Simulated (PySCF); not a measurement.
Computed Raman spectrum (relative Raman activity) of a molecule ClH5OSi2. The structure is a stationary point at B3LYP-D3(BJ)/def2-SVP. The values are those of a single conformer. Level of theory: PySCF with B3LYP-D3(BJ)/def2-SVP. Frequencies are harmonic and unscaled.

Lines under 2 % of the strongest are left out, and lines within 2 cm⁻¹ are merged.

ν (cm⁻¹): 527 (vw), 614 (w), 638 (vw), 724 (w), 741 (vw), 910 (w), 957 (w), 959 (w), 1011 (w), 2235 (vs), 2253 (s), 2267 (vs), 2271 (m) (against the strongest line: vs over 80 %, s over 45 %, m over 15 %, w over 4 %, vw less)

Question: Which molecule gave these data?
(A) [SiH3]O[SiH2]Cl
(B) O[SiH2][SiH2]Cl
(C) O[Si@@H]([SiH3])Cl

Answer: A, [SiH3]O[SiH2]Cl
